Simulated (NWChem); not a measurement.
Molecule: C$_{4}$H$_{8}$; SMILES C/C=C\C

```xyz
12

C      1.5849     0.0000     0.5197
C      0.6697     0.0000    -0.6612
C     -0.6697     0.0000    -0.6612
C     -1.5849     0.0000     0.5197
H      2.2466    -0.8826     0.5047
H      2.2466     0.8826     0.5047
H      1.0486     0.0000     1.4787
H      1.1671     0.0000    -1.6390
H     -1.1671     0.0000    -1.6390
H     -1.0486     0.0000     1.4787
H     -2.2466    -0.8826     0.5047
H     -2.2466     0.8826     0.5047
```
Atoms are numbered in this order, from 1.

All runs: NWChem. All runs use the structure optimised with PBE0/def2-SVP.

**Question.** Predict the results for B3LYP/STO-3G. Quantities: highest occupied level (eV); orbital gap (eV); dipole (D).

**Answer.** 
```
Quantity                     Value
---------------------------  -----
highest occupied level (eV)  -4.95
orbital gap (eV)              8.43
dipole (D)                    0.19
```
